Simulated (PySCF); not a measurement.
A side-by-side comparison of computed properties.

First species: C₈H₁₂Si.
Atom-mapped SMILES: `[CH3:1][CH2:2][CH2:3][C:4]#[C:5][C:6]1=[CH:7][CH2:8][SiH2:9]1` (hydrogens: H10, H11, H12 on C1; H13, H14 on C2; H15, H16 on C3; H17 on C7; H18, H19 on C8; H20, H21 on Si9)

Geometry (GFN2-xTB, Å), atoms numbered from 1 in this order:
```
atom  x, y, z in Å
C1    -3.1610    0.2974   -0.6104
C2    -2.8649   -1.1342   -0.1829
C3    -1.6598   -1.7151   -0.9327
C4    -0.4326   -1.0205   -0.6016
C5     0.5891   -0.4521   -0.3075
C6     1.7532    0.2376    0.0410
C7     3.0378   -0.1609   -0.0190
C8     3.8452    1.0015    0.4901
Si9    2.1881    1.9530    0.7400
H10   -3.9942    0.7011   -0.0394
H11   -2.2881    0.9261   -0.4470
H12   -3.4188    0.3356   -1.6671
H13   -2.6627   -1.1598    0.8903
H14   -3.7370   -1.7634   -0.3768
H15   -1.5446   -2.7744   -0.6801
H16   -1.8296   -1.6427   -2.0120
H17    3.4368   -1.1064   -0.3560
H18    4.5438    1.3944   -0.2495
H19    4.4237    0.7627    1.3833
H20    1.8051    2.2277    2.1240
H21    1.9618    3.1095   -0.1254
```

Second species: C8H12Si.
SMILES: `C[SiH2]C#CC(CC)=C=C`

Levels: PBE0/pcSseg-1 for dipole moment, HOMO energy, LUMO energy and HOMO–LUMO gap; GFN2-xTB for rotational constant A and rotational constant C. Geometries: GFN2-xTB. All species are isolated and taken at one optimised geometry, non-relativistic unless stated. Electronic properties by PySCF.

Dipoles, sizes and rotational constants follow the conformer. The torsions of the flexible species, by atom-mapped SMILES:
- `[CH3:1][CH2:2][CH2:3][C:4]#[C:5][C:6]1=[CH:7][CH2:8][SiH2:9]1`: C1–C2–C3–C4 65°
- `[CH2:1]=[C:2]=[C:3]([C:4]#[C:5][SiH2:6][CH3:7])[CH2:8][CH3:9]`: C2–C3–C8–C9 -112°

Which of the two has the higher LUMO energy, and by how much?

The first: -0.63 eV against -0.75 eV, a difference of 0.12 eV.

Which has the higher HOMO–LUMO gap?

The second: 6.03 eV against 5.88 eV, a difference of 0.15 eV.

Which of the two has the higher rotational constant A, and by how much?

The first: 3.301 GHz against 1.980 GHz, a difference of 1.321 GHz.

Which has the higher HOMO energy?

The first: -6.51 eV against -6.78 eV, a difference of 0.27 eV.

Which of the two has the higher dipole moment, and by how much?

The second: 0.87 D against 0.19 D, a difference of 0.68 D.

On the first: A dipole of 0.19 D is allowed in C1, and pure rotational transitions are dipole-allowed. The dipole matches unit charges of opposite sign 0.04 Å apart (1 e·Å = 4.8032 D).

On the second: A dipole of 0.87 D is allowed in C1, and pure rotational transitions are dipole-allowed. The dipole matches unit charges of opposite sign 0.18 Å apart (1 e·Å = 4.8032 D).
